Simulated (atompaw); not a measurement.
# An all-electron radial function and its pseudo partner (boron)

Columns: radius, all-electron u(r) and pseudo u(r) of the 2p shell (level -3.68 eV) of boron in the configuration [He] 2s1.75 2p1.25; PBEsol, scalar-relativistic, PAW (atompaw) scheme, atompaw 4.2.0.5.

```tsv
r (bohr)	all-electron	pseudo
0.115	0.0347	0.0050
0.231	0.1086	0.0198
0.346	0.1932	0.0438
0.462	0.2770	0.0763
0.577	0.3526	0.1156
0.692	0.4185	0.1605
0.808	0.4751	0.2098
0.923	0.5217	0.2608
1.038	0.5590	0.3122
1.154	0.5875	0.3626
1.269	0.6075	0.4095
1.385	0.6203	0.4522
1.500	0.6267	0.4888
1.615	0.6277	0.5188
1.731	0.6242	0.5419
1.846	0.6169	0.5575
1.962	0.6064	0.5659
2.077	0.5935	0.5676
2.192	0.5787	0.5634
2.308	0.5622	0.5540
2.423	0.5446	0.5408
2.538	0.5262	0.5248
2.654	0.5071	0.5067
2.769	0.4879	0.4878
2.885	0.4683	0.4683
3.000	0.4489	0.4489
```

(1) How many radial nodes do the two functions have?

(2) Is the pseudo-wave norm-conserving?

Results:

(1) The all-electron 2p function has n − l − 1 = 0; the pseudo-wave has 0.

(2) No, it belongs to a PAW set: the norm inside the radius is not constrained, and the difference is carried by the augmentation charge.
